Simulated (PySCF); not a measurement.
Zero-point energy (kcal/mol) of eight silicon and germanium compounds: PBE-D3(BJ) beside B3LYP-D3(BJ), computed with PySCF for isolated molecules in the bases named; differences from unrounded values. The eight are the first of their class met in an unordered collection, after screening for sound electronic states; none was chosen by its value. Each level has its own optimised geometry.

| molecule | basis | B3LYP-D3(BJ) | PBE-D3(BJ) | difference |
|---|---|---|---|---|
| C5H8Si, SMILES C#CC(=C)[SiH2]C | def2-SVP | 66.10 | 64.20 | -1.90 |
| Se(Cl)(GeH3) (ClGeH3Se), SMILES [GeH3][Se]Cl | def2-SVP | 15.61 | ? | ? |
| C₂H₇BrSi, SMILES C([SiH2]Br)C | def2-SVP | 52.38 | 50.97 | -1.40 |
| C3H5FOSi, SMILES C1([SiH2]F)COC=1 | def2-SVP | 46.31 | ? | ? |
| C2H12OSi3, SMILES C[C@@H]([SiH3])O[SiH2][SiH3] | def2-SVP | 79.53 | 77.02 | -2.50 |
| Cl2FGeHO, SMILES [OH][Ge]([F])([Cl])[Cl] | def2-SVP | 11.73 | 11.39 | -0.34 |
| Si(F)2(Br)(OH) (BrF2HOSi), SMILES O[Si](F)(F)Br | def2-SVP | 13.46 | ? | ? |
| C2H6F2Si, SMILES C[SiH2]C(F)F | def2-SVP | 47.61 | 46.23 | -1.38 |

**Question.** Fill in the missing entries. (The exact figures need the calculation; the answer reports its results.)

**Answer.** 
- Si(F)2(Br)(OH) (BrF2HOSi), SMILES O[Si](F)(F)Br, PBE-D3(BJ): 13.10
- Si(F)2(Br)(OH) (BrF2HOSi), SMILES O[Si](F)(F)Br, difference: -0.36
- C3H5FOSi, SMILES C1([SiH2]F)COC=1, PBE-D3(BJ): 44.92
- C3H5FOSi, SMILES C1([SiH2]F)COC=1, difference: -1.40
- Se(Cl)(GeH3) (ClGeH3Se), SMILES [GeH3][Se]Cl, PBE-D3(BJ): 15.16
- Se(Cl)(GeH3) (ClGeH3Se), SMILES [GeH3][Se]Cl, difference: -0.46

PBE-D3(BJ) lies below B3LYP-D3(BJ) in 8 and above it in 0 of the eight; the mean signed difference is -1.22 and the largest -2.50 kcal/mol.
